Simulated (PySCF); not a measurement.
Compound: C4H3F2N2Si (doublet state).
SMILES with atom numbers: `[N:1]#[C:2][SiH:3][CH2:4][C:5]([F:6])([F:7])[C:8]#[N:9]` (hydrogens: H10 on Si3; H11, H12 on C4)

Cartesian coordinates in Å at the GFN2-xTB level; atoms count from 1:
```xyz
12
C4H3F2N2Si angstrom
N     -3.9153    0.2298   -1.1702
C     -2.9738    0.2232   -0.5062
Si    -1.5038    0.3998    0.5745
C      0.0459   -0.1955   -0.3842
C      1.2968    0.1921    0.3795
F      1.2525   -0.3188    1.6470
F      1.3571    1.5454    0.5470
C      2.5067   -0.2804   -0.2999
N      3.4103   -0.6773   -0.8715
H     -1.6186   -0.0811    1.9387
H      0.0446   -1.2821   -0.4993
H      0.0988    0.2442   -1.3814
```

The hyperfine couplings belong to this conformer and change with its torsions.

Level of theory: PySCF, UKS B3LYP, pcH-1 on C F H N Si, non-relativistic, mean-field spin-orbit, GIAO. Geometry: GFN2-xTB, one conformer, isolated molecule. The geometry wasn't refined by DFT: couplings that depend on bond lengths, twists or pyramidal angles can differ widely from those at the functional's own minimum, by a factor of two or more for some ions and for spin on atoms past the first row. The SCF solution wasn't tested for stability.

Task: The isotropic 1H couplings, averaged over equivalent nuclei, are +38.6, +27.0 MHz. Assign them to H10; H11/H12.

Result: 
| site | a_iso (MHz) | ρ(0) (bohr⁻³) | position | distance from Si3 (Å) | bound to | spin population there | largest \|T\| (MHz) |
| --- | --- | --- | --- | --- | --- | --- | --- |
| H10 | +38.6 | +0.0086 | 1 bond from Si3 | 1.45 | Si3 | +0.93 | 9.9 |
| H11/H12 | +27.0 | +0.0060 | 2 bonds from Si3 | 2.53 | C4 | -0.01 | 5.0 |

ρ(0) is the spin density at the nucleus and T the dipolar tensor; a_iso includes a spin–orbit part; entries for several nuclei are means. Largest spin populations (Mulliken): Si3 (+0.93), N1 (+0.14) and C2 (-0.08). The angles at Si3 add up to 341.7°, so it is pyramidal.

Nuclei that the bonding pattern makes equivalent are averaged, as if the motion that swaps them (rotation, inversion, ring flip) were fast. The 1H value of +27.0 MHz is a mean of couplings from 4.0 to 49.9 MHz in this one geometry, not an average over conformers. The 19F value of +8.5 MHz is a mean of couplings from -0.6 to 17.6 MHz in this one geometry, not an average over conformers.

The run took 96 s wall (grids of density and orbitals included) on an Arm Neoverse V1 with one thread, no GPU, on a shared host, and the process peaked at 0.96 GiB of memory.
